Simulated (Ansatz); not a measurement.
Relaxation of FH₆NSi₂Sn (11 atoms, charge 0, multiplicity 1), to a largest force component of 0.015 eV/Å in at most 40 steps.

These are results of RKS PBE-D4/def2-SVP in Ansatz 0.2.0, not measurements.

```xyz
11
Properties=species:S:1:pos:R:3:forces:R:3
N -1.112 1.723 0.124 -1.72 1.01 0.20
Si -1.021 -0.011 0.274 0.24 0.97 -0.02
Sn 1.306 -0.727 0.833 1.50 -0.18 1.40
Si 0.198 -0.913 -1.371 0.26 -0.48 -1.21
F 0.664 0.193 -2.522 -0.15 -0.34 -0.18
H -0.950 2.044 -0.840 0.04 -0.04 0.06
H -2.088 2.044 0.372 1.11 -0.05 -0.16
H -2.103 -0.730 0.862 -1.40 -0.58 0.60
H 1.417 -2.203 1.804 0.32 0.41 -0.27
H 2.473 0.606 0.956 -0.33 -0.59 0.13
H -0.271 -2.275 -1.779 0.13 -0.14 -0.55
```

Question: Where does it end, and by what steps?

Answer: It converged. After 18 steps the energy has fallen by 0.773 eV; F5 moved furthest, 0.87 Å.

| step | energy less start (eV) | largest force component (eV/Å) | accepted |
| --- | --- | --- | --- |
| 0 | 0.0000 | 1.722 | yes |
| 1 | -0.4682 | 0.736 | yes |
| 2 | -0.5718 | 0.466 | yes |
| 3 | -0.5415 | 0.893 | no |
| 4 | -0.6170 | 0.257 | yes |
| 5 | -0.6425 | 0.263 | yes |
| 6 | -0.6942 | 0.517 | yes |
| 7 | -0.7005 | 0.633 | yes |
| 8 | -0.7218 | 0.450 | yes |
| 9 | -0.7378 | 0.264 | yes |
| 10 | -0.7463 | 0.267 | yes |
| 11 | -0.7611 | 0.113 | yes |
| 12 | -0.7673 | 0.105 | yes |
| 13 | -0.7697 | 0.239 | yes |
| 14 | -0.7724 | 0.094 | yes |
| 15 | -0.7727 | 0.030 | yes |
| 16 | -0.7730 | 0.032 | yes |
| 17 | -0.7731 | 0.020 | yes |
| 18 | -0.7732 | 0.011 | yes |

```xyz
11
Properties=species:S:1:pos:R:3
N -1.371 1.723 0.051
Si -1.237 -0.009 -0.011
Sn 1.223 -0.743 0.881
Si 0.293 -0.950 -1.503
F 0.638 -0.494 -3.053
H -0.620 2.299 -0.336
H -1.802 2.178 0.861
H -2.558 -0.569 0.456
H 2.129 -2.050 1.584
H 2.000 0.753 1.304
H -0.183 -2.388 -1.521
```

The run took 46 s on 2 threads of Intel(R) Xeon(R) 6975P-C (Granite Rapids) (shared host), peak memory 0.2 GiB.
